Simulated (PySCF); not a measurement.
# Vibration and rotation of CsRb⁻

ROHF-CCSD(T) constants of CsRb⁻, ²Σ⁺ (doublet), unpaired electrons σ ↑ (PySCF, scalar-relativistic core potentials, basis sets Cs def2-SVPD with ECP46, Rb def2-SVPD with ECP28; masses 132.9054 and 84.9118 u):

```
ωe              : 29.5 cm⁻¹
ωexe            : 0.0759 cm⁻¹
Be              : 0.012276 cm⁻¹
αe              : 4.04e-05 cm⁻¹
D (centrifugal) : 8.5e-09 cm⁻¹
De to Cs + Rb⁻  : 0.437 eV
```

Q: Give the vibrational terms G(v) and spacings up to v = 6.

A: G(v) = ωe(v+½) − ωexe(v+½)².

```tsv
v	G(v) (cm⁻¹)	G(v) − G(v−1)	Bv (cm⁻¹)
0	14.7		0.01226
1	44.1	29.3	0.01222
2	73.3	29.2	0.01218
3	102.3	29.0	0.01213
4	131.2	28.9	0.01209
5	160.0	28.7	0.01205
6	188.5	28.6	0.01201
```

Q: How well does the Morse estimate ωe²/(4ωexe) reproduce De, and what is D0?

A: It gives 0.355 eV, 81 % of the computed De. D0 = De − G(0) = 0.437 − 0.002 = 0.435 eV.

Correlated steps freeze no core orbitals. Correlated levels converge slowly with the basis: in double zeta they bind strong bonds too weakly, by up to about 1 eV, and carry superposition errors of some tenths. Spin–orbit coupling is left out. For an ion De counts to the pair picked by the measured ionisation energies or electron affinities, which need not be the lowest pair at this level. The state is the lowest determinant that a PBE0 search found; another state may lie lower at other levels.
